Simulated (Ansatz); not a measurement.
The pair A = HCl (SMILES Cl) (first 2 atoms), B = CH2O (SMILES C=O); geometry from B3LYP-D3(BJ)/def2-TZVP.
(charge 0, multiplicity 1):
```tsv
atom	x (Å)	y (Å)	z (Å)
Cl	-0.1523	-0.0562	0.4435
H	0.1496	0.4924	1.5878
C	-0.3371	0.0120	3.9994
O	0.2812	0.8562	3.4032
H	-0.4021	0.0214	5.1003
H	-0.8622	-0.8027	3.4716
```

Correlated levels freeze the cores. MP2 and its Hartree–Fock in aug-cc-pV(Q+d)Z are density fitted.

Codes used: Ansatz (a quantum-chemistry and plane-wave program) with Gaussian orbitals. Each number belongs to the level named beside it.

The counterpoise-corrected interaction energy is E(AB) − E(A in the pair's basis) − E(B in the pair's basis). Total energies (hartree):

| level | AB | A in the pair's basis | B in the pair's basis |
|---|---|---|---|
| HF/aug-cc-pV(T+d)Z | -574.0267131 | -460.1078084 | -113.9140124 |
| MP2/aug-cc-pV(T+d)Z | -574.6425268 | -460.3165958 | -114.3167176 |
| HF/aug-cc-pV(Q+d)Z | -574.0373348 | -460.1110984 | -113.9213182 |
| MP2/aug-cc-pV(Q+d)Z | -574.6951812 | -460.3368100 | -114.3486905 |
| CCSD(T)/aug-cc-pV(T+d)Z | -574.6973691 | -460.3457669 | -114.3432616 |

**Question.** Work out the counterpoise-corrected interaction energy at the basis-set limit: extrapolate the MP2 correlation part as X⁻³, take Hartree–Fock from the larger set, and add the CCSD(T) − MP2 difference of aug-cc-pV(T+d)Z.

**Answer.** 
1. Differences (1 hartree = 627.509 kcal/mol): HF/aug-cc-pV(T+d)Z -3.070; MP2/aug-cc-pV(T+d)Z -5.782; HF/aug-cc-pV(Q+d)Z -3.086; MP2/aug-cc-pV(Q+d)Z -6.075; CCSD(T)/aug-cc-pV(T+d)Z -5.234.
2. Correlation parts, MP2 less HF: -2.712 in aug-cc-pV(T+d)Z (X = 3), -2.988 in aug-cc-pV(Q+d)Z (X = 4).
3. Limit (4³·(-2.988) − 3³·(-2.712))/(4³ − 3³) = -3.190; with HF/aug-cc-pV(Q+d)Z it gives -6.277.
4. CCSD(T) less MP2 in aug-cc-pV(T+d)Z: 0.548.
Result: -5.73 kcal/mol, against -5.78 at MP2/aug-cc-pV(T+d)Z. It is an estimate of this method's limit, not of the exact value.
